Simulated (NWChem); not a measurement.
System: C₃H₅ClSi; SMILES C1C[SiH2]C=1Cl

Input file for NWChem:

```
start job
memory heap 200 mb stack 900 mb global 1100 mb
geometry units angstroms noautoz
  Cl     0.122287    -2.076141     0.000000
  C     -0.104716    -0.377501     0.000000
  C     -1.270030     0.303719     0.000000
  C     -0.923216     1.780970     0.000000
  Si     0.896352     1.204119     0.000000
  H     -2.283753    -0.119405     0.000000
  H     -1.270679     2.324504    -0.893948
  H     -1.270679     2.324504     0.893948
  H      1.713428     1.500867    -1.214933
  H      1.713428     1.500867     1.214933
end
basis spherical
  * library def2-tzvp
end
dft
  xc xpbe96 cpbe96
  iterations 150
  semidirect filesize 400000000
  mulliken
end
task dft energy
```

Parts of the log:

```
             Northwest Computational Chemistry Package (NWChem) 7.3.0
             --------------------------------------------------------

 CS  symmetry detected

                             Geometry "geometry" -> ""
                             -------------------------

 Output coordinates in angstroms (scale by  1.889725989 to convert to a.u.)

  No.       Tag          Charge          X              Y              Z
 ---- ---------------- ---------- -------------- -------------- --------------
    1 Cl                  17.0000     0.09781946    -2.06581899     0.00000000
    2 C                    6.0000    -0.10052116    -0.36359421     0.00000000
    3 C                    6.0000    -1.25418784     0.33717009     0.00000000
    4 C                    6.0000    -0.88252442     1.80836579     0.00000000
    5 Si                  14.0000     0.92706243     1.20092838     0.00000000
    6 H                    1.0000    -2.27489848    -0.06880776     0.00000000
    7 H                    1.0000    -1.22077694     2.35767898    -0.89394800
    8 H                    1.0000    -1.22077694     2.35767898     0.89394800
    9 H                    1.0000     1.74902398     1.48386262    -1.21493300
   10 H                    1.0000     1.74902398     1.48386262     1.21493300

 Effective nuclear repulsion energy (a.u.)     256.1118879774

      Symmetry information
      --------------------

 Group name             Cs
 Group number              2
 Group order               2
 No. of unique centers     8

  pbe96 is a nonlocal functional; adding pw91lda local functional.

                                 NWChem DFT Module
                                 -----------------

 Summary of "ao basis" -> "ao basis" (spherical)
 ------------------------------------------------------------------------------
       Tag                 Description            Shells   Functions and Types
 ---------------- ------------------------------  ------  ---------------------
 Cl                        def2-tzvp                13       37   5s5p2d1f
 C                         def2-tzvp                11       31   5s3p2d1f
 Si                        def2-tzvp                13       37   5s5p2d1f
 H                         def2-tzvp                 4        6   3s1p

      Symmetry analysis of basis
      --------------------------

        a'        130
        a"         67

            General Information
            -------------------
          SCF calculation type: DFT
          Wavefunction type:  closed shell.
          No. of atoms     :    10
          No. of electrons :    54
           Alpha electrons :    27
            Beta electrons :    27
          Charge           :     0
          Spin multiplicity:     1
          Use of symmetry is: on ; symmetry adaption is: on
          Maximum number of iterations: 150
          AO basis - number of functions:   197
                     number of shells:    79
          Convergence on energy requested:  1.00D-06
          Convergence on density requested:  1.00D-05
          Convergence on gradient requested:  5.00D-04

              XC Information
              --------------
          PerdewBurkeErnzerhof Exchange Functional  1.000
            Perdew 1991 LDA Correlation Functional  1.000 local
           PerdewBurkeErnz. Correlation Functional  1.000 non-local

             Grid Information
             ----------------
          Grid used for XC integration:  medium
          Radial quadrature: Mura-Knowles
          Angular quadrature: Lebedev.
          Tag              B.-S. Rad. Rad. Pts. Rad. Cut. Ang. Pts.
          ---              ---------- --------- --------- ---------
          Cl                  1.00       88          12.0       590
          C                   0.70       49          11.0       434
          Si                  1.10       88          11.0       590
          H                   0.35       45          12.0       434
          Grid pruning is: on
          Number of quadrature shells:   458
          Spatial weights used:  Erf1

      Superposition of Atomic Density Guess
      -------------------------------------

 Sum of atomic energies:        -863.82612971

      Non-variational initial energy
      ------------------------------

 Total energy =    -866.500034
 1-e energy   =   -1698.855221
 2-e energy   =     576.243299
 HOMO         =      -0.285307
 LUMO         =       0.003782

      Symmetry analysis of molecular orbitals - initial
      -------------------------------------------------

  Numbering of irreducible representations:

     1 a'          2 a"

  Orbital symmetries:

     1 a'          2 a'          3 a'          4 a'          5 a'
     6 a'          7 a'          8 a'          9 a"         10 a'
    11 a'         12 a"         13 a'         14 a'         15 a'
    16 a'         17 a'         18 a'         19 a'         20 a"
    21 a'         22 a"         23 a'         24 a"         25 a'
    26 a'         27 a"         28 a"         29 a'         30 a'
    31 a'         32 a'         33 a'         34 a"         35 a'
    36 a"         37 a'

------------------------------------------------------------
EAF file 0: "./job.aoints.0" size=458752000 bytes
------------------------------------------------------------
               write      read    awrite     aread      wait
               -----      ----    ------     -----      ----
     calls:      875         0         0         0         0
   data(b): 4.59e+08  0.00e+00  0.00e+00  0.00e+00
   time(s): 0.00e+00  0.00e+00  0.00e+00  0.00e+00  0.00e+00
rate(mb/s): 0.00e+00  0.00e+00
------------------------------------------------------------

     ---------------------------------------------
      Total Density - Mulliken Population Analysis
     ---------------------------------------------

    Atom       Charge   Shell Charges
 -----------   ------   -------------------------------------------------------
    1 Cl  17    17.16   2.01  0.45  1.52  1.10  0.82  4.19  1.69  1.09  2.84  1.42  0.01  0.04  0.00
    2 C    6     6.07   0.86  1.12  0.55  0.69  0.11  1.07  1.31  0.24  0.02  0.10  0.01
    3 C    6     6.11   0.86  1.12  0.57  0.60  0.10  1.18  1.24  0.34  0.02  0.06  0.01
    4 C    6     6.56   0.86  1.12  0.55  0.70  0.10  1.25  1.50  0.43  0.01  0.05  0.00
    5 Si  14    13.49   2.00  0.59  1.39  0.87  0.47  4.11  1.73  0.51  1.18  0.38  0.11  0.12  0.03
    6 H    1     0.86   0.24  0.45  0.15  0.02
    7 H    1     0.83   0.24  0.44  0.13  0.02
    8 H    1     0.83   0.24  0.44  0.13  0.02
    9 H    1     1.05   0.23  0.54  0.27  0.01
   10 H    1     1.05   0.23  0.54  0.27  0.01

   convergence    iter        energy       DeltaE   RMS-Dens  Diis-err
 ---------------- ----- ----------------- --------- --------- ---------
 d= 0,ls=0.0,diis     1   -866.4861888926 -1.12D+03  3.95D-03  1.43D+00
 d= 0,ls=0.0,diis     2   -866.4961383291 -9.95D-03  4.35D-03  4.06D-01
 d= 0,ls=0.0,diis     3   -866.4220884402  7.40D-02  2.81D-03  9.25D-01
 d= 0,ls=0.0,diis     4   -866.5434014973 -1.21D-01  7.24D-04  2.83D-02
 d= 0,ls=0.0,diis     5   -866.5470329996 -3.63D-03  2.36D-04  4.21D-03
  Resetting Diis
 d= 0,ls=0.0,diis     6   -866.5475562227 -5.23D-04  7.58D-05  3.27D-04
 d= 0,ls=0.0,diis     7   -866.5475965022 -4.03D-05  5.28D-05  3.72D-05
 d= 0,ls=0.0,diis     8   -866.5475841063  1.24D-05  3.54D-05  1.28D-04
 d= 0,ls=0.0,diis     9   -866.5476012514 -1.71D-05  5.39D-06  1.69D-06
 d= 0,ls=0.0,diis    10   -866.5476014376 -1.86D-07  1.15D-06  1.26D-07

         Total DFT energy =     -866.547601437553
      One electron energy =    -1703.078481450742
           Coulomb energy =      647.227867246631
    Exchange-Corr. energy =      -66.808875210814
 Nuclear repulsion energy =      256.111887977372

 Numeric. integr. density =       54.000009285243

                  Occupations of the irreducible representations
                  ----------------------------------------------

                     irrep           alpha         beta
                     --------     --------     --------
                     a'               21.0         21.0
                     a"                6.0          6.0

                       DFT Final Molecular Orbital Analysis
                       ------------------------------------

 Vector   25  Occ=2.000000D+00  E=-2.728589D-01  Symmetry=a'
              MO Center= -2.6D-01,  1.4D+00,  2.7D-15, r^2= 3.1D+00
   Bfn.  Coefficient  Atom+Function         Bfn.  Coefficient  Atom+Function
  ----- ------------  ---------------      ----- ------------  ---------------
   105      0.300211   4 C  px              108      0.251125   4 C  px
   145     -0.239630   5 Si px              111      0.153792   4 C  px
   169      0.124710   6 H  s               146      0.108390   5 Si py
   136      0.103158   5 Si px              142     -0.102381   5 Si px
    74     -0.100524   3 C  px              187     -0.096611   9 H  s

 Vector   26  Occ=2.000000D+00  E=-2.517108D-01  Symmetry=a'
              MO Center=  1.3D-01, -1.0D+00, -7.9D-16, r^2= 3.3D+00
   Bfn.  Coefficient  Atom+Function         Bfn.  Coefficient  Atom+Function
  ----- ------------  ---------------      ----- ------------  ---------------
    15      0.401250   1 Cl px               18      0.297507   1 Cl px
    12      0.197395   1 Cl px               43     -0.194619   2 C  px
   146      0.178377   5 Si py                6     -0.158087   1 Cl px
    46     -0.151259   2 C  px               74      0.120767   3 C  px
    16      0.114096   1 Cl py              170     -0.109687   6 H  s

 Vector   27  Occ=2.000000D+00  E=-2.276156D-01  Symmetry=a"
              MO Center= -4.5D-01, -3.7D-01, -4.7D-16, r^2= 3.6D+00
   Bfn.  Coefficient  Atom+Function         Bfn.  Coefficient  Atom+Function
  ----- ------------  ---------------      ----- ------------  ---------------
    17      0.318200   1 Cl pz               76     -0.258869   3 C  pz
    20      0.248263   1 Cl pz               79     -0.224164   3 C  pz
    45     -0.217174   2 C  pz               48     -0.193377   2 C  pz
    14      0.158072   1 Cl pz               82     -0.153838   3 C  pz
     8     -0.125065   1 Cl pz               51     -0.105174   2 C  pz

 Vector   28  Occ=0.000000D+00  E=-5.278282D-02  Symmetry=a"
              MO Center= -5.6D-01,  6.4D-02, -5.3D-16, r^2= 3.0D+00
   Bfn.  Coefficient  Atom+Function         Bfn.  Coefficient  Atom+Function
  ----- ------------  ---------------      ----- ------------  ---------------
    82      0.553777   3 C  pz               51     -0.439299   2 C  pz
    76      0.324366   3 C  pz               79      0.286414   3 C  pz
    45     -0.283038   2 C  pz               48     -0.273468   2 C  pz
    20      0.208142   1 Cl pz              188     -0.199791   9 H  s
   194      0.199791  10 H  s               150     -0.161479   5 Si pz

 Vector   29  Occ=0.000000D+00  E=-3.155472D-02  Symmetry=a'
              MO Center=  1.1D+00,  1.3D+00, -3.5D-15, r^2= 4.7D+00
   Bfn.  Coefficient  Atom+Function         Bfn.  Coefficient  Atom+Function
  ----- ------------  ---------------      ----- ------------  ---------------
   104      1.435193   4 C  s               149     -1.127883   5 Si py
    42     -1.052266   2 C  s               146     -0.403352   5 Si py
    49     -0.353379   2 C  px               50     -0.344443   2 C  py
   148      0.328068   5 Si px              111      0.311524   4 C  px
    73     -0.271095   3 C  s               176     -0.237719   7 H  s

 Vector   30  Occ=0.000000D+00  E= 2.250940D-03  Symmetry=a'
              MO Center= -9.5D-02,  1.2D-02, -2.3D-14, r^2= 7.2D+00
   Bfn.  Coefficient  Atom+Function         Bfn.  Coefficient  Atom+Function
  ----- ------------  ---------------      ----- ------------  ---------------
   104      2.808787   4 C  s                42      1.439066   2 C  s
   135     -1.136246   5 Si s               148      1.085598   5 Si px
   170     -0.760413   6 H  s               176     -0.734180   7 H  s
   182     -0.734180   8 H  s                73     -0.709030   3 C  s
    80     -0.625417   3 C  px               41      0.548842   2 C  s

------------------------------------------------------------
EAF file 0: "./job.aoints.0" size=611319808 bytes
------------------------------------------------------------
               write      read    awrite     aread      wait
               -----      ----    ------     -----      ----
     calls:     1166         9         0     10485     10485
   data(b): 6.11e+08  4.72e+06  0.00e+00  5.50e+09
   time(s): 0.00e+00  0.00e+00  0.00e+00  0.00e+00  0.00e+00
rate(mb/s): 0.00e+00  0.00e+00
------------------------------------------------------------

     ---------------------------------------------
      Total Density - Mulliken Population Analysis
     ---------------------------------------------

    Atom       Charge   Shell Charges
 -----------   ------   -------------------------------------------------------
    1 Cl  17    17.09   2.01  0.43  1.52  1.15  0.77  4.19  1.66  1.14  2.76  1.37  0.02  0.05  0.01
    2 C    6     6.05   0.86  1.11  0.54  0.66  0.06  1.26  1.26  0.19  0.02  0.09  0.01
    3 C    6     6.08   0.85  1.11  0.54  0.60  0.14  1.30  1.14  0.31  0.02  0.07  0.01
    4 C    6     6.28   0.85  1.12  0.51  0.69  0.03  1.32  1.31  0.40  0.01  0.04  0.00
    5 Si  14    13.80   2.01  0.57  1.39  0.92  0.43  4.13  1.67  0.62  1.36  0.35  0.14  0.18  0.04
    6 H    1     0.89   0.27  0.47  0.13  0.02
    7 H    1     0.88   0.27  0.47  0.12  0.02
    8 H    1     0.88   0.27  0.47  0.12  0.02
    9 H    1     1.02   0.25  0.53  0.23  0.01
   10 H    1     1.02   0.25  0.53  0.23  0.01

     -------------------------------------------
      Total Density - Lowdin Population Analysis
     -------------------------------------------

    Atom       Charge   Shell Charges
 -----------   ------   -------------------------------------------------------
    1 Cl  17    16.61   1.98  0.84  1.14  0.88  0.71  3.93  1.90  1.26  2.41  1.45  0.01  0.10  0.01
    2 C    6     6.56   0.91  1.04  0.37  0.35  0.20  1.09  1.32  0.69  0.02  0.51  0.05
    3 C    6     6.17   0.91  1.04  0.36  0.33  0.17  1.10  1.25  0.56  0.03  0.39  0.04
    4 C    6     6.33   0.91  1.04  0.36  0.34  0.18  1.13  1.40  0.67  0.02  0.26  0.03
    5 Si  14    13.69   2.00  0.83  1.09  0.51  0.30  3.85  1.87  0.71  1.16  0.58  0.14  0.50  0.14
    6 H    1     0.87   0.25  0.39  0.17  0.06
    7 H    1     0.86   0.25  0.39  0.16  0.06
    8 H    1     0.86   0.25  0.39  0.16  0.06
    9 H    1     1.03   0.24  0.47  0.29  0.02
   10 H    1     1.03   0.24  0.47  0.29  0.02

     Multipole analysis of the density
     ---------------------------------

     L   x y z        total         alpha         beta         nuclear
     -   - - -        -----         -----         ----         -------
     0   0 0 0     -0.000000    -27.000000    -27.000000     54.000000

     1   1 0 0     -0.235715     -0.117857     -0.117857      0.000000
     1   0 1 0      0.594504      0.297252      0.297252     -0.000000
     1   0 0 1      0.000000      0.000000      0.000000      0.000000

     2   2 0 0    -32.131132    -88.630423    -88.630423    145.129714
     2   1 1 0     -0.477611      0.031486      0.031486     -0.540583
     2   1 0 1     -0.000000     -0.000000     -0.000000      0.000000
     2   0 2 0    -33.064914   -247.513721   -247.513721    461.962529
     2   0 1 1      0.000000      0.000000      0.000000      0.000000
     2   0 0 2    -33.787900    -25.018854    -25.018854     16.249808
```

Level: PBE/def2-TZVP. Structure relaxed at the PBE0/def2-SVP level.
